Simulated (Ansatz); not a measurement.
Ansatz (a first-principles code) input (wB97X-V/def2-TZVPD):

Ansatz 0.2 input:
```yaml
crystal:
  periodic: [false, false, false]
  atoms:
    - {symbol: Ge, position_ang: [0.00169602, -0.21390905, 0.00025442]}
    - {symbol: O, position_ang: [0.01459083, -1.84025593, 0.00218880]}
    - {symbol: O, position_ang: [0.80149569, 1.35440922, 0.01824736]}
    - {symbol: O, position_ang: [-0.82287059, 1.34148290, -0.02145385]}
basis:
  gaussian:
    orbitals: def2-TZVPD
hamiltonian:
  xc: {name: wB97X-V}
total_charge: -1
magnetization: {spin_polarized: true, initial_magnetization: 1}
```

Output:

```
Functional definition: wB97X-V
integrals: 0.12 GiB planned
966 factors; their error is unknown
integrals: 0.16 GiB planned
230 factors; integrals over basis functions are off by at most 8.6e-5 eV
mean field: 1.49 GiB planned
mean field evaluation 1: about -62646.7868 eV, gradient 3.4e1 eV
mean field evaluation 2: about -62644.0755 eV, gradient 4.9e1 eV
mean field evaluation 4: about -62650.8821 eV, gradient 8.7e-1 eV
mean field evaluation 8: about -62650.8952 eV, gradient 1.6e-1 eV
mean field evaluation 16: about -62651.0615 eV, gradient 2.5e-3 eV
mean field evaluation 32: about -62651.0675 eV, gradient 1.4e0 eV
mean field -62651.42509149 eV, -2302.3974054512 hartree, gradient 2.8e-5 eV, S^2 0.754071; 2 other end points of the search recorded, 0 dependent functions left out
reference -62651.42509315 eV, -2302.3974055122 hartree; 29, 28 occupied and 145, 146 virtual orbitals, 966 factors
Total energy: -62651.42509315 eV, -2302.3974055122 hartree
```

This state (charge -1, doublet) is run at the relaxed geometry of the species with charge 0 and multiplicity 1.
